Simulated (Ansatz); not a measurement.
Species: C$_{10}$H$_{9}$ClSi, SMILES `[SiH3]c1ccc(Cl)c2ccccc12` (charge 0, multiplicity 1).

### Question
Give a relaxed geometry from PBE0-D4/def2-SVP (Ansatz, a first-principles code).

### Answer
the end point of this relaxation (outside a Z-matrix the atoms follow the SMILES, hydrogens last).
Bond lengths (Å): Si1–C2 1.880, Si1–H13 1.496, Si1–H14 1.493, Si1–H15 1.496, C2–C3 1.383, C2–C12 1.431, C3–C4 1.410, C3–H16 1.093, C4–C5 1.374, C4–H17 1.091, C5–Cl6 1.733, C5–C7 1.424, C7–C8 1.417, C7–C12 1.432, C8–C9 1.375, C8–H18 1.091, C9–C10 1.411, C9–H19 1.092, C10–C11 1.375, C10–H20 1.092, C11–C12 1.419, C11–H21 1.093. Angles (°): C2–Si1–H13 111.6, C2–Si1–H14 107.8, C2–Si1–H15 111.6, H13–Si1–H14 109.1, H13–Si1–H15 107.5, H14–Si1–H15 109.1, Si1–C2–C3 119.0, Si1–C2–C12 122.4, C3–C2–C12 118.6, C2–C3–C4 121.9, C2–C3–H16 120.1, C4–C3–H16 118.0, C3–C4–C5 119.7, C3–C4–H17 120.6, C5–C4–H17 119.7, C4–C5–Cl6 118.7, C4–C5–C7 121.6, Cl6–C5–C7 119.7, C5–C7–C8 122.7, C5–C7–C12 117.8, C8–C7–C12 119.5, C7–C8–C9 120.8, C7–C8–H18 118.6, C9–C8–H18 120.6, C8–C9–C10 120.2, C8–C9–H19 119.9, C10–C9–H19 119.9, C9–C10–C11 120.1, C9–C10–H20 119.9, C11–C10–H20 120.0, C10–C11–C12 121.6, C10–C11–H21 119.4, C12–C11–H21 119.1, C2–C12–C7 120.4, C2–C12–C11 121.7, C7–C12–C11 117.9.
